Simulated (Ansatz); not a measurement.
A run for Ansatz (an electronic-structure program): R-BHLYP/def2-TZVPP on Ge2H6 (SMILES [GeH3][GeH3]).

Ansatz 0.2 input:
```yaml
crystal:
  periodic: [false, false, false]
  atoms:
    - {symbol: Ge, position_ang: [-0.00000058, -0.00000000, 1.21780178]}
    - {symbol: Ge, position_ang: [0.00000058, 0.00000000, -1.21780178]}
    - {symbol: H, position_ang: [1.44242660, 0.00000000, 1.75445230]}
    - {symbol: H, position_ang: [-0.72121345, 1.24917798, 1.75445314]}
    - {symbol: H, position_ang: [-0.72121345, -1.24917798, 1.75445314]}
    - {symbol: H, position_ang: [0.72121345, 1.24917798, -1.75445314]}
    - {symbol: H, position_ang: [-1.44242660, -0.00000000, -1.75445230]}
    - {symbol: H, position_ang: [0.72121345, -1.24917798, -1.75445314]}
basis:
  gaussian:
    orbitals: def2-TZVPP
hamiltonian:
  xc: {name: BHLYP}
scf: {lower_state_search: off}
```

Program output:

```
WARN ansatz: RAYON_NUM_THREADS=4 ignored (pool sized by the plan → 4); use --threads N
Functional definition: BHLYP
these checks for a lower state are left out or cut short: stability, starts, cluster_reference, orbital_swaps, neighbouring_geometries, increment
integrals: 0.10 GiB planned
1274 factors; their error is unknown
mean field: 0.96 GiB planned
mean field evaluation 1: about -113131.5880 eV, gradient 1.6e1 eV
mean field evaluation 2: about -113131.7755 eV, gradient 1.2e1 eV
mean field evaluation 4: about -113131.8643 eV, gradient 2.6e-1 eV
mean field evaluation 8: about -113132.9710 eV, gradient 3.1e-1 eV
mean field evaluation 16: about -113132.9711 eV, gradient 2.5e-6 eV
mean field -113132.97109618 eV, -4157.5600035027 hartree, gradient 2.5e-6 eV, S^2 0.000000; 0 other end points of the search recorded, 0 dependent functions left out
reference -113132.97128369 eV, -4157.5600103935 hartree; 35, 35 occupied and 145, 145 virtual orbitals, 1274 factors
Total energy: -113132.97128369 eV, -4157.5600103935 hartree
Checks for a lower state left out: stability, starts, cluster_reference, orbital_swaps, neighbouring_geometries, increment
```

The run converged.

Cost: around 5 core-seconds (rough).
